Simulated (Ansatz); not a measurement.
## BSiH3OF2 (SMILES FB(F)O[SiH3]): the energy to break a bond

BSiH3OF2: 8 atoms, total charge 0, spin state singlet. As SMILES, `FB(F)O[SiH3]`. Geometry: optimised at r2SCAN/def2-SVP.

```xyz
8

F     1.6274   -1.9649    1.1075
B     0.5942   -1.2572    0.6855
F    -0.6243   -1.7498    0.8974
O     0.7767   -0.0801    0.0640
Si   -0.3425    1.0122   -0.5666
H    -1.2340    1.4993    0.5224
H     0.4411    2.1365   -1.1369
H    -1.1465    0.3468   -1.6290
```

Wanted: the dissociation energy of the B2–F1 bond into doublet BSiH3OF and doublet F (shapes relaxed at r2SCAN/def2-SVP, no zero-point term). 1 Eh = 2625.50 kJ/mol = 27.2114 eV. Totals in Eh; open shells run unrestricted unless said.

| level | program | BSiH3OF2 | doublet BSiH3OF | doublet F |
| --- | --- | --- | --- | --- |
| r2SCAN/def2-SVP | Ansatz | -590.775807 | -490.904082 | -99.598774 |
| wB97M-V/def2-SVP | Ansatz | -590.836239 | -490.936897 | -99.614309 |
| CCSD(T)/def2-SVP, 9 core orbitals frozen | Ansatz | -589.770275 | -490.067299 | -99.434717 |

Question: Work out the dissociation energy at each level.

Answer: 
1. r2SCAN/def2-SVP: (-490.904082) + (-99.598774) − (-590.775807) = 0.272951 Eh = 716.6 kJ/mol = 7.43 eV.
2. wB97M-V/def2-SVP: (-490.936897) + (-99.614309) − (-590.836239) = 0.285033 Eh = 748.4 kJ/mol = 7.76 eV.
3. CCSD(T)/def2-SVP: (-490.067299) + (-99.434717) − (-589.770275) = 0.268259 Eh = 704.3 kJ/mol = 7.30 eV.

The levels span 704 to 748 kJ/mol; no measured value is set beside them. A bond enthalpy at 298 K also holds the loss of zero-point energy and thermal terms.
